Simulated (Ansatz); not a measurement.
Program: Ansatz. Geometries: PBE0-D4/def2-TZVP. ΔE: electronic, gas phase. CCSD(T)/CBS adds triple-zeta CCSD(T) − MP2 to the extrapolated MP2 energy (def2 sets, frozen cores). This one scheme is used for every species. DFT in def2-TZVPP. Elements past krypton have def2 core potentials. For I outer-core shells are correlated without core-valence functions, which leaves a few kJ/mol of doubt a bond. One conformer a species, not always the lowest.

Reaction (ligand exchange at a B–I bond): `COB([SiH3])I` + HCl → `COB([SiH3])Cl` + HI

CCSD(T)/CBS gives -0.23 eV.

(1) Another level gave -0.33 eV. Which?
A. HF/def2-TZVPP
B. CCSD(T)/def2-TZVPP
C. MP2/def2-TZVPP
D. ωB97X-V/def2-TZVPP

Largest T1 diagnostic among the species: 0.013.

## Answers

(1) D. ωB97X-V -0.33, CCSD(T)/def2-TZVPP -0.27, HF/def2-TZVPP -0.39, MP2/def2-TZVPP -0.22 eV.

The D4 term adds +0.05 eV with B3LYP and +0.03 eV with PBE0; it sums over pairs of atoms, weighted by their polarisabilities, and B3LYP, whose exchange is more repulsive, gets the larger term. In def2-TZVPP, CCSD(T) changes the Hartree–Fock value by +0.11 eV (the triples alone add +0.02 eV) and MP2 by +0.17 eV.

B3LYP here is the variant with VWN-RPA as its local correlation; programs differ in this.
